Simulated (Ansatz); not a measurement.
Ansatz (a quantum-chemistry and plane-wave program) input (B3LYP/LANL2DZ): The .json file is the Basis Set Exchange's LANL2DZ.

Ansatz 0.2 input:
```yaml
crystal:
  periodic: [false, false, false]
  atoms:
    - {symbol: C, position_ang: [-1.65374600, 0.18441700, -0.09127600]}
    - {symbol: N, position_ang: [-0.42156000, -0.50518300, -0.39285100]}
    - {symbol: Si, position_ang: [1.11720000, 0.11703400, 0.39379600]}
    - {symbol: H, position_ang: [-1.76278200, 1.18704300, -0.55378400]}
    - {symbol: H, position_ang: [-1.71206000, 0.34233600, 0.99163100]}
    - {symbol: H, position_ang: [-2.54168700, -0.39783600, -0.38883900]}
    - {symbol: H, position_ang: [-0.34324000, -0.65293700, -1.39195600]}
    - {symbol: H, position_ang: [2.05652800, -0.92282200, -0.25345900]}
    - {symbol: H, position_ang: [1.53583900, 1.23551300, -0.61912500]}
basis:
  gaussian:
    orbitals: LANL2DZ.json
hamiltonian:
  xc: {name: B3LYP}
total_charge: -1
relax: {f_tol: 0.003, max_steps: 120}
```

Output:

```
Functional definition: B3LYP
integrals: 0.01 GiB planned
544 factors; integrals over basis functions are off by at most 2.7e-4 eV
mean field: 0.10 GiB planned
mean field evaluation 1: about -2728.2318 eV, gradient 2.3e1 eV
mean field evaluation 2: about -2727.3855 eV, gradient 3.1e1 eV
mean field evaluation 4: about -2729.6255 eV, gradient 1.0e0 eV
mean field evaluation 8: about -2729.6130 eV, gradient 4.7e-3 eV
mean field -2729.61298557 eV, -100.3114270215 hartree, gradient 2.4e-5 eV, S^2 0.000000; 0 other end points of the search recorded, 0 dependent functions left out
the calculation of the forces begins
reference -2729.61320444 eV, -100.3114350647 hartree; 12, 12 occupied and 26, 26 virtual orbitals, 544 factors
relax step   1: F+E_penalty+E_count = -2729.61298557 eV  Δ(F+E_penalty+E_count) = +0.000e0 eV  max|allowed force component| = 5.633e-1 eV/Å  Δτ_max = 0.0000 Å  (21 SCF iters, accepted)
these checks for a lower state are left out or cut short: starts, cluster_reference, orbital_swaps, neighbouring_geometries, increment
integrals: 0.01 GiB planned
544 factors; integrals over basis functions are off by at most 2.8e-4 eV
mean field: 0.10 GiB planned
mean field evaluation 16: about -2729.6539 eV, gradient 7.6e-2 eV
mean field -2729.65391939 eV, -100.3129313116 hartree, gradient 1.6e-5 eV, S^2 0.000000; 0 other end points of the search recorded, 0 dependent functions left out
the calculation of the forces begins
reference -2729.65413839 eV, -100.3129393598 hartree; 12, 12 occupied and 26, 26 virtual orbitals, 544 factors
relax step   2: F+E_penalty+E_count = -2729.65391939 eV  Δ(F+E_penalty+E_count) = -4.093e-2 eV  max|allowed force component| = 2.021e-1 eV/Å  Δτ_max = 0.0698 Å  (24 SCF iters, accepted)
these checks for a lower state are left out or cut short: starts, cluster_reference, orbital_swaps, neighbouring_geometries, increment
integrals: 0.01 GiB planned
544 factors; integrals over basis functions are off by at most 2.8e-4 eV
mean field: 0.10 GiB planned
mean field -2729.66321496 eV, -100.3132729176 hartree, gradient 1.4e-5 eV, S^2 0.000000; 0 other end points of the search recorded, 0 dependent functions left out
the calculation of the forces begins
reference -2729.66343475 eV, -100.3132809946 hartree; 12, 12 occupied and 26, 26 virtual orbitals, 544 factors
relax step   3: F+E_penalty+E_count = -2729.66321496 eV  Δ(F+E_penalty+E_count) = -9.296e-3 eV  max|allowed force component| = 1.534e-1 eV/Å  Δτ_max = 0.0703 Å  (25 SCF iters, accepted)
these checks for a lower state are left out or cut short: starts, cluster_reference, orbital_swaps, neighbouring_geometries, increment
integrals: 0.01 GiB planned
544 factors; integrals over basis functions are off by at most 2.8e-4 eV
mean field: 0.10 GiB planned
mean field evaluation 32: about -2729.6610 eV, gradient 1.1e-4 eV
mean field -2729.66104845 eV, -100.3131932998 hartree, gradient 1.2e-5 eV, S^2 0.000000; 0 other end points of the search recorded, 0 dependent functions left out
the calculation of the forces begins
reference -2729.66126868 eV, -100.3132013930 hartree; 12, 12 occupied and 26, 26 virtual orbitals, 544 factors
relax step   4: F+E_penalty+E_count = -2729.66104845 eV  Δ(F+E_penalty+E_count) = +2.167e-3 eV  max|allowed force component| = 4.309e-1 eV/Å  Δτ_max = 0.0967 Å  (25 SCF iters, rejected (line search))
these checks for a lower state are left out or cut short: starts, cluster_reference, orbital_swaps, neighbouring_geometries, increment
integrals: 0.01 GiB planned
544 factors; integrals over basis functions are off by at most 2.8e-4 eV
mean field: 0.10 GiB planned
mean field -2729.66804983 eV, -100.3134505958 hartree, gradient 1.4e-5 eV, S^2 0.000000; 0 other end points of the search recorded, 0 dependent functions left out
the calculation of the forces begins
reference -2729.66826987 eV, -100.3134586820 hartree; 12, 12 occupied and 26, 26 virtual orbitals, 544 factors
relax step   5: F+E_penalty+E_count = -2729.66804983 eV  Δ(F+E_penalty+E_count) = -4.835e-3 eV  max|allowed force component| = 7.990e-2 eV/Å  Δτ_max = 0.0472 Å  (24 SCF iters, accepted)
these checks for a lower state are left out or cut short: starts, cluster_reference, orbital_swaps, neighbouring_geometries, increment
integrals: 0.01 GiB planned
544 factors; integrals over basis functions are off by at most 2.8e-4 eV
mean field: 0.10 GiB planned
mean field -2729.67521211 eV, -100.3137138048 hartree, gradient 1.1e-5 eV, S^2 0.000000; 0 other end points of the search recorded, 0 dependent functions left out
the calculation of the forces begins
reference -2729.67543347 eV, -100.3137219397 hartree; 12, 12 occupied and 26, 26 virtual orbitals, 544 factors
relax step   6: F+E_penalty+E_count = -2729.67521211 eV  Δ(F+E_penalty+E_count) = -7.162e-3 eV  max|allowed force component| = 3.746e-2 eV/Å  Δτ_max = 0.0999 Å  (25 SCF iters, accepted)
these checks for a lower state are left out or cut short: starts, cluster_reference, orbital_swaps, neighbouring_geometries, increment
integrals: 0.01 GiB planned
544 factors; integrals over basis functions are off by at most 2.9e-4 eV
mean field: 0.10 GiB planned
mean field -2729.67419697 eV, -100.3136764990 hartree, gradient 7.3e-6 eV, S^2 0.000000; 0 other end points of the search recorded, 0 dependent functions left out
the calculation of the forces begins
[...]
relax step  17: F+E_penalty+E_count = -2729.68068426 eV  Δ(F+E_penalty+E_count) = -3.104e-5 eV  max|allowed force component| = 7.407e-3 eV/Å  Δτ_max = 0.0259 Å  (22 SCF iters, accepted)
these checks for a lower state are left out or cut short: starts, cluster_reference, orbital_swaps, neighbouring_geometries, increment
integrals: 0.01 GiB planned
544 factors; integrals over basis functions are off by at most 2.8e-4 eV
mean field: 0.10 GiB planned
mean field -2729.68070178 eV, -100.3139155465 hartree, gradient 8.9e-5 eV, S^2 0.000000; 0 other end points of the search recorded, 0 dependent functions left out
the calculation of the forces begins
reference -2729.68092809 eV, -100.3139238631 hartree; 12, 12 occupied and 26, 26 virtual orbitals, 544 factors
relax step  18: F+E_penalty+E_count = -2729.68070178 eV  Δ(F+E_penalty+E_count) = -1.752e-5 eV  max|allowed force component| = 9.590e-3 eV/Å  Δτ_max = 0.0189 Å  (22 SCF iters, accepted)
these checks for a lower state are left out or cut short: starts, cluster_reference, orbital_swaps, neighbouring_geometries, increment
integrals: 0.01 GiB planned
544 factors; integrals over basis functions are off by at most 2.8e-4 eV
mean field: 0.10 GiB planned
mean field -2729.68071701 eV, -100.3139161060 hartree, gradient 8.9e-5 eV, S^2 0.000000; 0 other end points of the search recorded, 0 dependent functions left out
the calculation of the forces begins
reference -2729.68094330 eV, -100.3139244221 hartree; 12, 12 occupied and 26, 26 virtual orbitals, 544 factors
relax step  19: F+E_penalty+E_count = -2729.68071701 eV  Δ(F+E_penalty+E_count) = -1.522e-5 eV  max|allowed force component| = 1.045e-2 eV/Å  Δτ_max = 0.0105 Å  (23 SCF iters, accepted)
these checks for a lower state are left out or cut short: starts, cluster_reference, orbital_swaps, neighbouring_geometries, increment
integrals: 0.01 GiB planned
544 factors; integrals over basis functions are off by at most 2.8e-4 eV
mean field: 0.10 GiB planned
mean field -2729.68072789 eV, -100.3139165060 hartree, gradient 8.9e-5 eV, S^2 0.000000; 0 other end points of the search recorded, 0 dependent functions left out
the calculation of the forces begins
reference -2729.68095418 eV, -100.3139248221 hartree; 12, 12 occupied and 26, 26 virtual orbitals, 544 factors
relax step  20: F+E_penalty+E_count = -2729.68072789 eV  Δ(F+E_penalty+E_count) = -1.089e-5 eV  max|allowed force component| = 6.346e-3 eV/Å  Δτ_max = 0.0089 Å  (23 SCF iters, accepted)
these checks for a lower state are left out or cut short: starts, cluster_reference, orbital_swaps, neighbouring_geometries, increment
integrals: 0.01 GiB planned
544 factors; integrals over basis functions are off by at most 2.8e-4 eV
mean field: 0.10 GiB planned
mean field evaluation 128: about -2729.6807 eV, gradient 6.6e-2 eV
mean field -2729.68073573 eV, -100.3139167942 hartree, gradient 8.9e-5 eV, S^2 0.000000; 0 other end points of the search recorded, 0 dependent functions left out
the calculation of the forces begins
reference -2729.68096193 eV, -100.3139251066 hartree; 12, 12 occupied and 26, 26 virtual orbitals, 544 factors
relax step  21: F+E_penalty+E_count = -2729.68073573 eV  Δ(F+E_penalty+E_count) = -7.840e-6 eV  max|allowed force component| = 6.749e-3 eV/Å  Δτ_max = 0.0195 Å  (22 SCF iters, accepted)
these checks for a lower state are left out or cut short: starts, cluster_reference, orbital_swaps, neighbouring_geometries, increment
integrals: 0.01 GiB planned
544 factors; integrals over basis functions are off by at most 2.8e-4 eV
mean field: 0.10 GiB planned
mean field -2729.68073798 eV, -100.3139168766 hartree, gradient 8.9e-5 eV, S^2 0.000000; 0 other end points of the search recorded, 0 dependent functions left out
the calculation of the forces begins
reference -2729.68096409 eV, -100.3139251863 hartree; 12, 12 occupied and 26, 26 virtual orbitals, 544 factors
relax step  22: F+E_penalty+E_count = -2729.68073798 eV  Δ(F+E_penalty+E_count) = -2.242e-6 eV  max|allowed force component| = 5.597e-3 eV/Å  Δτ_max = 0.0098 Å  (23 SCF iters, accepted)
these checks for a lower state are left out or cut short: starts, cluster_reference, orbital_swaps, neighbouring_geometries, increment
integrals: 0.01 GiB planned
544 factors; integrals over basis functions are off by at most 2.8e-4 eV
mean field: 0.10 GiB planned
mean field -2729.68073929 eV, -100.3139169248 hartree, gradient 1.7e-5 eV, S^2 0.000000; 0 other end points of the search recorded, 0 dependent functions left out
the calculation of the forces begins
reference -2729.68096539 eV, -100.3139252340 hartree; 12, 12 occupied and 26, 26 virtual orbitals, 544 factors
relax step  23: F+E_penalty+E_count = -2729.68073929 eV  Δ(F+E_penalty+E_count) = -1.313e-6 eV  max|allowed force component| = 3.937e-3 eV/Å  Δτ_max = 0.0005 Å  (16 SCF iters, accepted)
these checks for a lower state are left out or cut short: starts, cluster_reference, orbital_swaps, neighbouring_geometries, increment
integrals: 0.01 GiB planned
544 factors; integrals over basis functions are off by at most 2.8e-4 eV
mean field: 0.10 GiB planned
mean field -2729.68074017 eV, -100.3139169573 hartree, gradient 2.7e-5 eV, S^2 0.000000; 0 other end points of the search recorded, 0 dependent functions left out
the calculation of the forces begins
reference -2729.68096628 eV, -100.3139252664 hartree; 12, 12 occupied and 26, 26 virtual orbitals, 544 factors
relax step  24: F+E_penalty+E_count = -2729.68074017 eV  Δ(F+E_penalty+E_count) = -8.833e-7 eV  max|allowed force component| = 2.340e-3 eV/Å  Δτ_max = 0.0004 Å  (15 SCF iters, accepted)
these checks for a lower state are left out or cut short: starts, cluster_reference, orbital_swaps, neighbouring_geometries, increment
integrals: 0.01 GiB planned
544 factors; integrals over basis functions are off by at most 2.8e-4 eV
mean field: 0.10 GiB planned
mean field -2729.68074113 eV, -100.3139169926 hartree, gradient 8.0e-5 eV, S^2 0.000000; 0 other end points of the search recorded, 0 dependent functions left out
the calculation of the forces begins
reference -2729.68096721 eV, -100.3139253008 hartree; 12, 12 occupied and 26, 26 virtual orbitals, 544 factors
relax step  25: F+E_penalty+E_count = -2729.68074113 eV  Δ(F+E_penalty+E_count) = -9.604e-7 eV  max|allowed force component| = 1.356e-3 eV/Å  Δτ_max = 0.0032 Å  (17 SCF iters, accepted)
these checks for a lower state are left out or cut short: starts, cluster_reference, orbital_swaps, neighbouring_geometries, increment
integrals: 0.01 GiB planned
544 factors; integrals over basis functions are off by at most 2.8e-4 eV
mean field: 0.10 GiB planned
mean field -2729.68074180 eV, -100.3139170173 hartree, gradient 1.5e-5 eV, S^2 0.000000; 0 other end points of the search recorded, 0 dependent functions left out
the calculation of the forces begins
reference -2729.68096784 eV, -100.3139253239 hartree; 12, 12 occupied and 26, 26 virtual orbitals, 544 factors
relax step  26: F+E_penalty+E_count = -2729.68074180 eV  Δ(F+E_penalty+E_count) = -6.715e-7 eV  max|allowed force component| = 1.723e-3 eV/Å  Δτ_max = 0.0048 Å  (20 SCF iters, accepted)
these checks for a lower state are left out or cut short: starts, cluster_reference, orbital_swaps, neighbouring_geometries, increment
integrals: 0.01 GiB planned
544 factors; integrals over basis functions are off by at most 2.8e-4 eV
mean field: 0.10 GiB planned
mean field -2729.68074207 eV, -100.3139170268 hartree, gradient 1.7e-5 eV, S^2 0.000000; 0 other end points of the search recorded, 0 dependent functions left out
the calculation of the forces begins
reference -2729.68096806 eV, -100.3139253318 hartree; 12, 12 occupied and 26, 26 virtual orbitals, 544 factors
relax step  27: F+E_penalty+E_count = -2729.68074207 eV  Δ(F+E_penalty+E_count) = -2.606e-7 eV  max|allowed force component| = 1.779e-3 eV/Å  Δτ_max = 0.0049 Å  (19 SCF iters, accepted)
integrals: 0.01 GiB planned
544 factors; integrals over basis functions are off by at most 2.8e-4 eV
mean field: 0.10 GiB planned
mean field evaluation 160: about -2729.6941 eV, gradient 6.5e-2 eV
mean field -2729.68074207 eV, -100.3139170268 hartree, gradient 1.7e-5 eV, S^2 0.000000; 1 other end points of the search recorded, 0 dependent functions left out
the calculation of the forces begins
reference -2729.68096806 eV, -100.3139253318 hartree; 12, 12 occupied and 26, 26 virtual orbitals, 544 factors
Total energy: -2729.68096806 eV, -100.3139253318 hartree
Atom 0 at    -1.724981     0.170333    -0.088668 Å, force    -0.001779     0.000328     0.000963 eV/Å
Atom 1 at    -0.383811    -0.024913    -0.617174 Å, force     0.000289    -0.000377    -0.001463 eV/Å
Atom 2 at     1.156986     0.169719     0.379874 Å, force     0.000254     0.000003     0.000830 eV/Å
Atom 3 at    -2.305228     0.975066    -0.598045 Å, force     0.000823    -0.000847     0.000320 eV/Å
Atom 4 at    -1.632780     0.462535     0.968487 Å, force    -0.000185    -0.000208    -0.000546 eV/Å
Atom 5 at    -2.367784    -0.740906    -0.117427 Å, force     0.000881     0.000906    -0.000011 eV/Å
Atom 6 at    -0.366293    -0.297059    -1.597568 Å, force    -0.000217     0.000049     0.000098 eV/Å
Atom 7 at     1.894205    -1.152278    -0.016696 Å, force    -0.000091     0.000083    -0.000045 eV/Å
Atom 8 at     2.004179     1.025069    -0.618646 Å, force     0.000026     0.000063    -0.000144 eV/Å
Dipole moment:    -0.940167    -0.078808    -0.434425 e Å
```

The dipole moment of an ion depends on the origin.

The geometry given is a B3LYP-D3(BJ)/def2-TZVP minimum.
